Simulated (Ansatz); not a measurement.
Basis-set extrapolation for C$_{2}$H$_{7}$B$_{2}$N, SMILES `NBC1BC1` (PBE0-D4/def2-TZVP geometry, frozen core, Ansatz). Multiplicity 1, RHF reference.

```tsv
	def2-TZVPP	def2-QZVPP
HF	-183.692803	-183.701504
MP2 correlation	-0.742619	-0.791341
CCSD(T) correlation	-0.818048	not run
```

Energies in hartree. Use E(X) = E(∞) + A·exp(−7.88·√X) for Hartree–Fock and E(X) = E(∞) + B·X^(−2.97) for correlation, with X = 3 and 4, and add CCSD(T) minus MP2 of the smaller set to the MP2 limit.

Problem. What is the CCSD(T) energy at the basis-set limit?

Solution. HF limit: -183.701504 + (-0.008701) × 0.13774 = -183.70270. MP2 limit: -0.791341 + (-0.048722) × 0.74074 = -0.82743. Higher-order term: -0.818048 − (-0.742619) = -0.07543. Total: -184.60556 hartree, 248.7 kJ/mol below CCSD(T)/def2-TZVPP.
